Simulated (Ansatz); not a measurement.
System: CaCl$_{2}$ (charge -1, doublet). 
Coordinates optimised at B3LYP-D3(BJ)/def2-TZVP (Ansatz, a quantum-chemistry and plane-wave program):
```
Ca
Cl 1 2.5518
Cl 1 2.5518 2 125.40
```
Charge -1, spin multiplicity 2.

Question: Give the harmonic wavenumbers at B3LYP-D3(BJ)/def2-TZVP (Ansatz, finite differences of forces, unscaled).

Answer: 67, 267, 326 cm⁻¹. Zero-point energy 0.9 kcal/mol.

Question: From these and the geometry, give the ideal-gas thermochemistry at 298.15 K and 1 atm (rigid rotor, harmonic oscillator).

Answer: Point group C2v, rotational symmetry number 2. Rotational constants 14.41, 1.386, 1.265 GHz. S(trans) 40.03, S(rot) 25.57, S(vib) 7.15, S(elec, spin only) 1.38, S 74.1 cal/(mol K). H(298) - H(0) 3.41 kcal/mol; G - E(el) -17.8 kcal/mol.
